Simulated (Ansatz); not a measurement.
Two members of one family (Oligo(selenophene), silylethynyl ends), computed with Ansatz in the gas phase. Binding counts from free atoms in the multiplicity of their measured ground term, without zero-point energy. The structures are stationary points that may keep the symmetry of their start.

First: C[Si](C)(C)C#Cc1ccc(-c2ccc(-c3ccc(C#C[Si](C)(C)C)[se]3)[se]2)[se]1 (singlet, charge 0, PBE-D4/def2-SVP geometry).

Cartesian coordinates in Å:
```
C 0.628 -0.369 -10.295
Si 1.618 0.986 -9.423
C 1.097 2.692 -10.048
C 3.471 0.718 -9.686
C 1.264 0.899 -7.611
C 1.025 0.843 -6.396
C 0.767 0.751 -5.021
C 0.193 1.693 -4.165
C 0.067 1.296 -2.814
C 0.531 0.016 -2.500
C 0.535 -0.650 -1.229
C 0.994 -1.928 -0.905
C 0.864 -2.313 0.448
C 0.292 -1.367 1.301
C 0.041 -1.490 2.714
C 0.327 -2.585 3.536
C -0.024 -2.446 4.897
C -0.614 -1.232 5.254
C -1.067 -0.799 6.509
C -1.473 -0.398 7.610
Si -2.078 0.196 9.252
C -3.937 0.514 9.132
C -1.714 -1.143 10.538
C -1.167 1.797 9.685
Se -0.765 -0.111 3.726
Se -0.146 0.197 0.327
Se 1.220 -0.823 -4.054
H -0.460 -0.233 -10.134
H 0.908 -1.373 -9.915
H 0.821 -0.348 -11.388
H 1.295 2.783 -11.137
H 0.016 2.865 -9.878
H 1.659 3.494 -9.528
H 3.790 -0.271 -9.298
H 4.064 1.498 -9.166
H 3.720 0.760 -10.767
H -0.134 2.673 -4.538
H -0.372 1.953 -2.047
H 1.431 -2.592 -1.666
H 1.193 -3.297 0.813
H 0.799 -3.496 3.141
H 0.148 -3.232 5.646
H -4.482 -0.413 8.859
H -4.334 0.875 10.104
H -4.161 1.281 8.363
H -0.625 -1.348 10.601
H -2.227 -2.091 10.281
H -2.063 -0.821 11.541
H -1.508 2.184 10.668
H -0.073 1.628 9.739
H -1.355 2.579 8.922
```

```
           level  HOMO (eV)  LUMO (eV)  gap (eV)  binding per atom (eV)
 PBE-D4/def2-SVP      -4.65      -3.00      1.66                   4.85
PBE0-D4/def2-SVP      -5.45      -2.54      2.92                   4.75
```

Second: C[Si](C)(C)C#Cc1ccc(-c2ccc(-c3ccc(-c4ccc(C#C[Si](C)(C)C)[se]4)[se]3)[se]2)[se]1 (singlet, charge 0, PBE-D4/def2-SVP geometry).

Cartesian coordinates in Å:
```
C 7.441 8.629 -2.307
Si 5.758 9.491 -2.360
C 5.475 10.476 -0.769
C 5.637 10.623 -3.870
C 4.442 8.203 -2.505
C 3.550 7.350 -2.622
C 2.545 6.379 -2.746
C 1.483 6.326 -3.649
C 0.625 5.208 -3.529
C 0.943 4.297 -2.517
C 0.241 3.088 -2.181
C -0.922 2.583 -2.766
C -1.404 1.366 -2.238
C -0.661 0.808 -1.195
C -0.896 -0.402 -0.465
C -0.161 -0.950 0.588
C -0.646 -2.169 1.115
C -1.799 -2.681 0.519
C -2.519 -3.884 0.830
C -3.677 -4.387 0.232
C -4.168 -5.608 0.752
C -3.431 -6.158 1.802
C -3.658 -7.342 2.518
C -3.839 -8.384 3.164
Si -4.104 -9.935 4.132
C -2.873 -11.239 3.534
C -3.817 -9.548 5.961
C -5.878 -10.519 3.847
Se -1.943 -5.049 2.209
Se -2.374 -1.522 -0.871
Se 0.825 1.922 -0.805
Se 2.485 4.875 -1.585
H 7.611 8.032 -3.226
H 8.259 9.377 -2.226
H 7.513 7.946 -1.438
H 5.525 9.816 0.121
H 6.247 11.265 -0.656
H 4.480 10.965 -0.777
H 5.784 10.050 -4.807
H 6.411 11.417 -3.825
H 4.643 11.112 -3.919
H 1.342 7.114 -4.402
H -0.240 5.059 -4.190
H -1.432 3.110 -3.587
H -2.314 0.877 -2.620
H 0.740 -0.456 0.982
H -0.146 -2.690 1.946
H -4.174 -3.858 -0.595
H -5.068 -6.107 0.368
H -3.023 -11.464 2.459
H -1.829 -10.891 3.667
H -2.995 -12.183 4.105
H -4.526 -8.776 6.321
H -2.787 -9.172 6.130
H -3.955 -10.460 6.578
H -6.607 -9.752 4.175
H -6.077 -11.450 4.415
H -6.059 -10.727 2.773
```

Task: What does the change do? Estimate second minus first.

Result: 
| level | Δ HOMO (eV) | Δ LUMO (eV) | Δ gap (eV) | Δ binding per atom (eV) |
| --- | --- | --- | --- | --- |
| PBE-D4/def2-SVP | 0.10 | -0.09 | -0.19 | 0.08 |
| PBE0-D4/def2-SVP | 0.13 | -0.12 | -0.25 | 0.07 |
